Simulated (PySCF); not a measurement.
Species: C4H5O3S (charge -1).
Geometry (GFN2-xTB, Å), atoms numbered from 1 in this order:
```
atom  x, y, z in Å
O1     2.507   -0.677    0.270
S2     1.584    0.443    0.447
O3     2.105    1.716   -0.044
O4     0.992    0.513    1.777
C5     0.187    0.037   -0.699
C6    -0.983    0.888   -0.405
C7    -1.660   -0.090    0.199
C8    -0.606   -1.126   -0.086
H9     0.608   -0.039   -1.696
H10   -1.149    1.942   -0.550
H11   -2.582   -0.144    0.755
H12   -0.890   -1.922   -0.777
H13   -0.117   -1.541    0.793
```

NICS = −σ at a ghost point: NICS(0) at the centroid of the ring atoms, NICS(1) 1 Å to either side along the normal of their mean plane, zz for the tensor component along that normal. Level: GIAO PBE0/pcSseg-1 (PySCF, non-relativistic, gas phase) on the GFN2-xTB geometry, one conformer.

Ring bond lengths (Å), with Mayer bond orders in brackets: C5–C6 1.477 (1.00), C6–C7 1.335 (1.77), C7–C8 1.505 (1.03), C8–C5 1.535 (0.98).

Task: Give the NICS values of each ring in ppm.

Result: 
```json
{"ring": "C5–C6–C7–C8", "type": "4-membered carbocycle; formal bonds 1 double, 3 single", "NICS(0)": "0.2", "NICS(1), two faces": "-2.3 / -2.9", "NICS(1)zz, two faces": "-0.2 / -3.7", "rms pucker (Å)": "0.02", "centre to ring atoms, mean (Å)": "1.03"}
```

Task: What can be read from them?

Result: 
- C5–C6–C7–C8: mean NICS(1)zz -2.0 ppm, near zero. C5, C8 have four or more neighbours; no verdict on aromaticity is drawn. The two faces differ by 3.5 ppm, so no symmetry operation interchanges them.

Task: List the ring angles and the Hirshfeld charges of the ring atoms.

Result: 
- C5–C6–C7–C8: C5 87.0° (-0.069 e), C6 94.0° (-0.066 e), C7 93.6° (-0.070 e), C8 85.2° (-0.093 e); sum 359.8° against 360° for a flat convex ring.

Task: How shielded are the nuclei of the rings and their hydrogens (means over atoms taken as equivalent)?

Result: 
```json
{"atoms": "C5", "environment": "sp3 carbon bound to sulfur", "σ isotropic (ppm)": "119.4"}
{"atoms": "C6", "environment": "alkene CH carbon", "σ isotropic (ppm)": "37.4"}
{"atoms": "C7", "environment": "alkene CH carbon", "σ isotropic (ppm)": "41.8"}
{"atoms": "C8", "environment": "allylic carbon", "σ isotropic (ppm)": "149.4"}
{"atoms": "H9", "environment": "methine hydrogen", "σ isotropic (ppm)": "28.39"}
{"atoms": "H10", "environment": "vinylic hydrogen", "σ isotropic (ppm)": "25.53"}
{"atoms": "H11", "environment": "vinylic hydrogen", "σ isotropic (ppm)": "25.32"}
{"atoms": "H12", "environment": "methylene hydrogen", "σ isotropic (ppm)": "29.47"}
{"atoms": "H13", "environment": "methylene hydrogen", "σ isotropic (ppm)": "28.80"}
```
